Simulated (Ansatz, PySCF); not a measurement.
Reaction (SMILES): [Cl][Ge][Cl] + 3 [H][H] (H2) → 2 Cl (HCl) + [GeH4] (GeH4)
Geometries: B3LYP-D3(BJ)/def2-TZVP minima from Ansatz (a first-principles code).

Quantity: energy of full hydrogenation (electronic energy difference), in eV. Valence correlation only, unless marked. No spin-orbit coupling. The frozen core is the preceding noble-gas configuration, with the filled d and f shells of earlier blocks. No relativistic terms. CBS marks a two-point X^-3 extrapolation of the correlation energy; Hartree-Fock from the larger set.

| level | program | energy of full hydrogenation (eV) |
|---|---|---|
| B3LYP-D3(BJ)/def2-TZVPD | Ansatz + dftd3 | 0.69 |
| M06-2X/def2-TZVPD | PySCF | 0.76 |
| HSE06-D4/def2-TZVPD | Ansatz + dftd4 | 0.37 |
| RI-MP2/def2-QZVPP | Ansatz | 0.56 |

Q: Estimate the value at CCSD(T)/CBS(def2-TZVPP,def2-QZVPP) as computed with Ansatz.

A: 0.46 eV
